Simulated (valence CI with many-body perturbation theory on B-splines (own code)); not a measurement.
**Cd XVII: electric-dipole lines**

Level of theory: relativistic CI+MBPT: four valence electrons over a frozen Dirac-Fock core [Ar] 3d10, radial functions for each j: 11 s, 11 p, 10 d, 8 f, 5 g, 2 h, with the one-electron correlation potential Σ1, the two-electron term Σ2, the three-electron term Σ3, Breit, model QED; selected CI, second order for the rest, scaled by the run's own slope (own B-spline code, finite nucleus).

No measured levels were compared; by estimate levels hold to about 250 cm⁻¹ or 0.2 % of their energy and the worst to 1 %, as in measured heavy ions of charge 2 to 7; those with d or f electrons hold less well. Among the levels kept, up to 480 cm⁻¹ of a level comes from second order outside the variational space, and about a tenth of that is noise between levels of different J, which matters for small intervals.

Lines 1 to 50 of 546 in falling wavelength, among levels below 1532700 cm⁻¹, chosen from the strongest by gf and those to the six lowest levels. Wavelengths and rates use the calculated energies, so an error of 1000 cm⁻¹ moves a line at 742.1 Å by 0.74 % and its rate by three times that or more. Electric multipoles are in the length gauge with retardation, E1 and E2 with the static RPA response of the core. Weak lines are less certain than strong ones. Lines between different terms over intervals too small for the method are left out, as are lines whose strength nearly cancels. Where a level lies close to another of its J and parity, the split of strength between their lines is uncertain. The highest levels of a list are the least certain.

Names give the largest LS component (configuration and term), which can be under half, so a name can repeat, a term be missing and a line seem to break the LS rules; names also repeat where a configuration has a term twice. Letters in brackets count levels of one name in rising energy.

```tsv
λ vac (Å)	Upper	Lower	A (s⁻¹)	log gf	Branch %
742.1	4s2.4p.5p 3D_1	4s2.4p.5s 3P°_1	1.70e+09	-0.38	1.2
648.4	4s2.4p.5p 3P_0	4s2.4p.5s 3P°_1	3.73e+09	-0.63	2.6
484.9	4s.4p3 5S°_2	4s2.4p2 1D_2	2.10e+07	-2.43	2.4
437.0	4s.4p3 3D°_1	4s2.4p2 1S_0	3.42e+07	-2.53	0.3
375.5	4p4 1D_2	4s.4p3 1P°_1	2.06e+09	-0.66	8.6
373.3	4s.4p3 3D°_1	4s2.4p2 1D_2	2.67e+08	-1.78	2.2
371.5	4s.4p3 5S°_2	4s2.4p2 3P_2	3.40e+08	-1.45	39.3
370.4	4p4 3P_2	4s.4p3 3S°_1	2.07e+09	-0.67	6.9
367.2	4p3.4d 3G°_5	4s.4p2.4d 3F_4 [c]	3.54e+09	-0.10	19.6
360.1	4s.4p3 3D°_2	4s2.4p2 1D_2	9.07e+07	-2.05	1.5
356.9	4s.4p2.4d 1G_4	4s2.4p.4d 1F°_3	1.33e+09	-0.64	5.3
352.0	4s.4p3 5S°_2	4s2.4p2 3P_1	5.04e+08	-1.33	58.3
336.8	4s.4p3 3D°_3	4s2.4p2 1D_2	1.71e+09	-0.69	35.4
334.4	4s.4p3 3P°_1	4s2.4p2 1S_0	4.35e+08	-1.66	2.3
334.1	4p3.4d 3G°_4	4s.4p2.4d 3F_3 [c]	1.70e+09	-0.59	6.8
333.4	4p3.4d 3F°_3 [a]	4s.4p2.4d 3F_3 [b]	1.77e+09	-0.69	7.0
331.4	4p3.4d 3F°_2 [a]	4s.4p2.4d 3F_2 [b]	4.48e+09	-0.43	15.8
329.5	4p3.4d 3F°_2 [b]	4s.4p2.4d 3D_2 [a]	3.26e+09	-0.58	10.9
317.7	4p4 3P_2	4s.4p3 3P°_2	2.79e+09	-0.67	9.2
317.1	4p3.4d 3F°_4 [a]	4s.4p2.4d 3F_3 [b]	1.83e+09	-0.61	8.4
313.2	4p3.4d 3P°_1 [b]	4s.4p2.4d 3P_2 [c]	5.48e+09	-0.62	2.9
305.1	4p4 3P_1	4s.4p3 3S°_1	5.01e+09	-0.68	14.7
302.3	4s.4p3 3D°_1	4s2.4p2 3P_2	9.58e+08	-1.40	7.8
302.3	4p4 1D_2	4s.4p3 1D°_2	9.19e+09	-0.20	38.4
299.4	4p3.4d 3F°_4 [b]	4s.4p2.4d 3D_3 [e]	2.53e+09	-0.51	7.5
297.8	4p3.4d 3F°_4 [a]	4s.4p2.4d 3D_3 [b]	2.26e+09	-0.57	10.4
297.3	4p3.4d 1P°_1	4s.4p2.4d 3D_2 [c]	6.37e+09	-0.60	7.0
295.8	4s.4p3 3P°_1	4s2.4p2 1D_2	3.56e+06	-3.85	0.0
294.9	4p3.4d 3F°_4 [a]	4s.4p2.4d 3G_5	4.81e+09	-0.25	22.1
293.6	4s.4p3 3D°_2	4s2.4p2 3P_2	1.55e+08	-2.00	2.6
292.2	4p3.4d 1G°_4	4s.4p2.4d 1G_4	8.69e+09	0.00	36.4
290.4	4s.4p3 3P°_2	4s2.4p2 1D_2	5.48e+08	-1.46	2.9
290.1	4p3.4d 3F°_4 [a]	4s.4p2.4d 3D_3 [a]	1.91e+09	-0.66	8.8
288.8	4p3.4d 3P°_2 [c]	4s.4p2.4d 3D_3 [e]	4.38e+09	-0.56	7.4
287.8	4p3.4d 1F°_3 [c]	4s.4p2.4d 1F_3	7.43e+09	-0.19	3.5
287.0	4p3.4d 3G°_5	4s.4p2.4d 3G_5	7.93e+09	0.03	43.9
285.6	4s.4p3 3S°_1	4s2.4p2 1S_0	1.57e+09	-1.24	1.6
285.3	4p3.4d 1D°_2 [b]	4s.4p2.4d 3D_3 [d]	3.34e+09	-0.69	1.9
285.2	4p3.4d 3D°_2 [b]	4s.4p2.4d 3P_2 [c]	3.69e+09	-0.65	2.0
285.2	4p3.4d 3D°_3 [b]	4s.4p2.4d 3D_3 [c]	2.77e+09	-0.63	3.4
284.3	4s.4p2.4d 3F_4 [c]	4s2.4p.4d 1F°_3	1.97e+09	-0.67	4.3
283.9	4p3.4d 5D°_2	4s.4p2.4d 5P_2	3.77e+09	-0.64	7.4
283.9	4p3.4d 1G°_4	4s.4p2.4d 3D_3 [a]	2.43e+09	-0.58	10.2
282.8	4p3.4d 3G°_3	4s.4p2.4d 3F_4 [a]	3.30e+09	-0.56	10.4
282.4	4s.4p2.4f 5G°_3	4s.4p2.4d 1F_3	2.54e+09	-0.67	2.0
282.3	4p3.4d 3F°_4 [b]	4s.4p2.4d 3F_4 [c]	7.79e+09	-0.08	23.1
282.1	4p3.4d 1F°_3 [b]	4s.4p2.4d 1D_2 [b]	4.35e+09	-0.44	6.0
281.7	4p4 1S_0	4s.4p3 1P°_1	2.28e+10	-0.57	71.7
281.3	4s.4p3 3D°_2	4s2.4p2 3P_1	5.65e+09	-0.48	95.8
279.1	4p3.4d 5D°_2	4s.4p2.4d 5P_3	5.08e+09	-0.53	9.9
```

(1) How does gf follow from A for the line at 292.2 Å?

Answers

(1) gf = 1.4992 × (2J+1)_upper × A / σ², with σ = 342204 cm⁻¹ and 2J+1 = 9: gf = 1.00.
